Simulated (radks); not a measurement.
The numbers below are computed, except where a source is named.
Q: Spherical quantum dot in the effective-mass picture: electrons in a parabolic well V = omega^2 r^2 / 2 with omega = 0.279, all in effective atomic units (hartree* = m*/eps^2 hartree, bohr* = eps/m* bohr), one dielectric constant everywhere. Level of theory: non-relativistic Kohn-Sham, PBE, spin-polarised, spherical densities (a radial shooting solver with Libxc functionals). Levels are named by radial order and angular momentum (1s, 1p, 1d, 2s, ...), and open shells are averaged over m. At N = 5 the configuration is 1s2 1p(up 3, down 0). Does electron 6 go into 1p down or 1d down or 1d up?

A: Into 1p down. The total energies of the other choices lie higher by 0.122 hartree* (1d up), 0.177 hartree* (1d down).
